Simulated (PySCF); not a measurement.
PySCF input file for ClFH₂N₂W, SMILES [NH]=[W](=[NH])([F])[Cl], multiplicity 1, TDDFT-M06-2X/def2-SVPD. The structure is a stationary point at B3LYP-D3(BJ)/def2-SVP. The multiplicity is an assumed one; no other spin state was optimised. The structure was generated by enumeration; whether it is a known compound was not checked. The def2 effective core potentials stand for the cores of W; spin–orbit coupling is left out.

```python
import numpy as np
from pyscf import gto, scf, dft, tdscf

mol = gto.M(
    atom='''
    W    -0.00927684    0.19393449    0.00000000
    N    -0.90676265    0.65603740   -1.42860119
    H    -1.69586627    1.04127253   -1.94195132
    N    -0.90676259    0.65603742    1.42860122
    H    -1.69586620    1.04127255    1.94195138
    F     1.61937356    1.14135938   -0.00000003
    Cl    0.12932549   -2.11120325    0.00000000
    ''',
    basis='def2-SVPD',
    ecp={'W': 'def2-svp'},
    charge=0,
    spin=0,
    symmetry=True,
    max_memory=1600,
    verbose=4,
)
mf = dft.RKS(mol, xc='m06-2x').density_fit(auxbasis='def2-universal-jkfit')
mf.grids.level = 4
mf.conv_tol = 1e-9
mf.max_cycle = 100
mf.kernel()
mf.grids = dft.Grids(mol).set(level=2).build(with_non0tab=True)  # coarser grid for the response kernel
td = tdscf.TDDFT(mf)
td.singlet = True
td.nstates = 10
td.conv_tol = 1e-4
td.positive_eig_threshold = 1e-6
td.kernel(x0=td.get_init_guess(mf, 15))
td.analyze()
tt = tdscf.TDA(mf)
tt.singlet = False
tt.nstates = 4
tt.conv_tol = 1e-4
tt.positive_eig_threshold = 1e-6
tt.kernel(x0=tt.get_init_guess(mf, 9))
tt.analyze(verbose=3)
```

Output:

```
PySCF version 2.14.0

[INPUT] verbose = 4
[INPUT] num. atoms = 7
[INPUT] num. electrons = 56
[INPUT] charge = 0
[INPUT] spin (= nelec alpha-beta = 2S) = 0
[INPUT] symmetry True subgroup None
[INPUT] Mole.unit = angstrom
[INPUT] Symbol           X                Y                Z      unit          X                Y                Z       unit  Magmom
[INPUT]  1 W     -0.009276840000   0.193934490000   0.000000000000 AA   -0.017530686901   0.366483072207   0.000000000000 Bohr   0.0
[INPUT]  2 N     -0.906762650000   0.656037400000  -1.428601190000 AA   -1.713533068485   1.239731013472  -2.699664990328 Bohr   0.0
[INPUT]  3 H     -1.695866270000   1.041272530000  -1.941951320000 AA   -3.204722794188   1.967719902733  -3.669756142038 Bohr   0.0
[INPUT]  4 N     -0.906762590000   0.656037420000   1.428601220000 AA   -1.713532955101   1.239731051266   2.699665047020 Bohr   0.0
[INPUT]  5 H     -1.695866200000   1.041272550000   1.941951380000 AA   -3.204722661907   1.967719940527   3.669756255421 Bohr   0.0
[INPUT]  6 F      1.619373560000   1.141359380000  -0.000000030000 AA    3.060172521762   2.156856637903  -0.000000056692 Bohr   0.0
[INPUT]  7 Cl     0.129325490000  -2.111203250000   0.000000000000 AA    0.244389757025  -3.989595935792   0.000000000000 Bohr   0.0

nuclear repulsion = 263.812725808671
point group symmetry = Cs
symmetry origin: [9.77444600e-10 4.07268555e-09 1.33717824e-17]
symmetry axis x: [ 1.00000000e+00 -1.27423246e-09  1.29882055e-09]
symmetry axis y: [-1.27423246e-09 -1.00000000e+00 -2.09948055e-09]
symmetry axis z: [-1.29882055e-09 -2.09948056e-09  1.00000000e+00]
num. orbitals of irrep A' = 87
num. orbitals of irrep A" = 54
number of shells = 57
number of NR pGTOs = 218
number of NR cGTOs = 141
basis = def2-SVPD
ecp = {'W': 'def2-svp'}


[settings echo left out]
init E= -724.72931627018
HOMO (A") = -0.527285913830564  LUMO (A') = -0.297881067057472  gap/eV = 6.24242
cycle= 1 E= -737.339118551235  delta_E= -12.6  |g|= 0.877  |ddm|= 7.74
HOMO (A") = -0.282135962636119  LUMO (A') = -0.0598931524577232  gap/eV = 6.04753
cycle= 2 E= -737.055874212466  delta_E= 0.283  |g|= 1.49  |ddm|= 2.13
HOMO (A") = -0.339602348608055  LUMO (A') = -0.0160616253642073  gap/eV = 8.80399
cycle= 3 E= -737.455319533768  delta_E= -0.399  |g|= 0.342  |ddm|= 1.38
HOMO (A") = -0.352485617043691  LUMO (A') = -0.0544180363153817  gap/eV = 8.11083
cycle= 4 E= -737.481433524565  delta_E= -0.0261  |g|= 0.0819  |ddm|= 0.348
HOMO (A") = -0.35841880115004  LUMO (A') = -0.0529708370098035  gap/eV = 8.31166
cycle= 5 E= -737.48250570951  delta_E= -0.00107  |g|= 0.0329  |ddm|= 0.0835
HOMO (A") = -0.354359384198999  LUMO (A') = -0.0496964471434054  gap/eV = 8.29030
cycle= 6 E= -737.482728305862  delta_E= -0.000223  |g|= 0.00507  |ddm|= 0.0353
HOMO (A") = -0.354983902244717  LUMO (A') = -0.0502067589421672  gap/eV = 8.29341
cycle= 7 E= -737.482735283372  delta_E= -6.98e-06  |g|= 0.00231  |ddm|= 0.0107
HOMO (A") = -0.354900191799921  LUMO (A') = -0.0500849795418596  gap/eV = 8.29444
cycle= 8 E= -737.482737247939  delta_E= -1.96e-06  |g|= 0.000552  |ddm|= 0.00402
HOMO (A") = -0.354910777601396  LUMO (A') = -0.050092621872714  gap/eV = 8.29452
cycle= 9 E= -737.482737440155  delta_E= -1.92e-07  |g|= 0.000189  |ddm|= 0.00132
HOMO (A") = -0.354910045178835  LUMO (A') = -0.0500799039841233  gap/eV = 8.29485
cycle= 10 E= -737.482737468456  delta_E= -2.83e-08  |g|= 7.85e-05  |ddm|= 0.000544
HOMO (A") = -0.354914771780388  LUMO (A') = -0.0500780711452436  gap/eV = 8.29503
cycle= 11 E= -737.482737473008  delta_E= -4.55e-09  |g|= 1.87e-05  |ddm|= 0.000235
HOMO (A") = -0.354915047452955  LUMO (A') = -0.0500765168468858  gap/eV = 8.29508
cycle= 12 E= -737.48273747344  delta_E= -4.32e-10  |g|= 4.8e-06  |ddm|= 7.24e-05
HOMO (A") = -0.354915039234021  LUMO (A') = -0.050076891701506  gap/eV = 8.29507
Extra cycle  E= -737.48273747346  delta_E= -1.97e-11  |g|= 3.46e-06  |ddm|= 1.47e-05
converged SCF energy = -737.48273747346
tot grids = 71672
Overwritten attributes  positive_eig_threshold  of <class 'pyscf.tdscf.rks.TDDFT'>


******** <class 'pyscf.tdscf.rks.TDDFT'> for <class 'pyscf.df.df_jk.DFSymAdaptedRKS'> ********
nstates = 10 singlet
deg_eia_thresh = 1.000e-03
wfnsym = None
conv_tol = 0.0001
eigh lindep = 1e-12
eigh level_shift = 0
eigh max_cycle = 100


Excitation energies (eV)
[4.61674912 4.72896217 5.04759766 5.06940573 5.35851056 5.66481776
 5.73319772 6.16753195 6.19538977 6.43570723]

** Singlet excitation energies and oscillator strengths **
Excited State   1:   A'      4.61675 eV    268.55 nm  f=0.0014
      25 -> 29        0.10180
      25 -> 31       -0.10801
      26 -> 30       -0.15277
      27 -> 29       -0.45676
      27 -> 31        0.11070
      28 -> 30        0.44114
Excited State   2:   A"      4.72896 eV    262.18 nm  f=0.0107
      27 -> 30       -0.17291
      28 -> 29        0.66863
Excited State   3:   A'      5.04760 eV    245.63 nm  f=0.0127
      25 -> 29       -0.10791
      26 -> 30       -0.13563
      27 -> 29        0.48267
      28 -> 30        0.45891
Excited State   4:   A"      5.06941 eV    244.57 nm  f=0.0010
      23 -> 29       -0.15458
      24 -> 30        0.13201
      25 -> 30       -0.22209
      26 -> 29        0.51528
      26 -> 31       -0.15200
      27 -> 30        0.13139
      28 -> 31        0.23875
      28 -> 32       -0.13469
Excited State   5:   A"      5.35851 eV    231.38 nm  f=0.0001
      24 -> 30        0.10122
      25 -> 30       -0.16743
      26 -> 29       -0.40165
      26 -> 31       -0.12090
      28 -> 31        0.45490
      28 -> 32       -0.21151
Excited State   6:   A'      5.66482 eV    218.87 nm  f=0.0004
      24 -> 29        0.23481
      25 -> 29       -0.50138
      26 -> 30        0.23417
      27 -> 29       -0.13206
      27 -> 31       -0.25832
      28 -> 30        0.10578
Excited State   7:   A"      5.73320 eV    216.26 nm  f=0.0000
      24 -> 30        0.12364
      27 -> 30       -0.40296
      28 -> 29       -0.10316
      28 -> 31       -0.22372
      28 -> 32       -0.42441
      28 -> 33        0.19704
      28 -> 37        0.10839
Excited State   8:   A'      6.16753 eV    201.03 nm  f=0.0021
      24 -> 29       -0.12796
      25 -> 29        0.10861
      26 -> 30       -0.23929
      27 -> 29       -0.10080
      27 -> 31       -0.55368
      27 -> 32       -0.18662
      27 -> 33        0.15159
Excited State   9:   A"      6.19539 eV    200.12 nm  f=0.0007
      23 -> 31       -0.14275
      26 -> 29        0.13151
      26 -> 31        0.59069
      28 -> 31        0.18453
      28 -> 32       -0.12646
Excited State  10:  ???      6.43571 eV    192.65 nm  f=0.0338
      23 -> 29       -0.19683
      23 -> 32        0.11443
      25 -> 30       -0.19550
      26 -> 29       -0.16262
      26 -> 31        0.16700
      26 -> 32       -0.31179
      26 -> 33        0.10647
      27 -> 30        0.36220
      27 -> 34       -0.11119
      28 -> 31       -0.21196
      28 -> 32       -0.11704

** Transition electric dipole moments (AU) **
state          X           Y           Z        Dip. S.      Osc.
  1         0.0590      0.0944     -0.0000      0.0124      0.0014
  2         0.0000     -0.0000      0.3039      0.0924      0.0107
  3        -0.0699     -0.3127     -0.0000      0.1026      0.0127
  4         0.0000     -0.0000     -0.0877      0.0077      0.0010
  5         0.0000     -0.0000     -0.0303      0.0009      0.0001
  6         0.0231      0.0476     -0.0000      0.0028      0.0004
  7         0.0000     -0.0000     -0.0087      0.0001      0.0000
  8         0.0902      0.0766     -0.0000      0.0140      0.0021
  9        -0.0000      0.0000     -0.0670      0.0045      0.0007
 10         0.0000     -0.0000      0.4629      0.2143      0.0338

WARN: ECP detected. Skipping calculation of transition velocity and magnetic dipole moments, which have not yet been implemented.

Overwritten attributes  positive_eig_threshold  of <class 'pyscf.tdscf.rks.TDA'>


******** <class 'pyscf.tdscf.rks.TDA'> for <class 'pyscf.df.df_jk.DFSymAdaptedRKS'> ********
nstates = 4 triplet
deg_eia_thresh = 1.000e-03
wfnsym = None
conv_tol = 0.0001
eigh lindep = 1e-12
eigh level_shift = 0
eigh max_cycle = 100


Excitation energies (eV)
[4.15177051 4.51590494 4.62845344 4.72165293]

** Triplet excitation energies and oscillator strengths **
Excited State   1:   A"      4.15177 eV    298.63 nm  f=0.0000
Excited State   2:   A'      4.51590 eV    274.55 nm  f=0.0000
Excited State   3:   A'      4.62845 eV    267.87 nm  f=0.0000
Excited State   4:   A'      4.72165 eV    262.59 nm  f=0.0000
```

Self-consistency was reached.
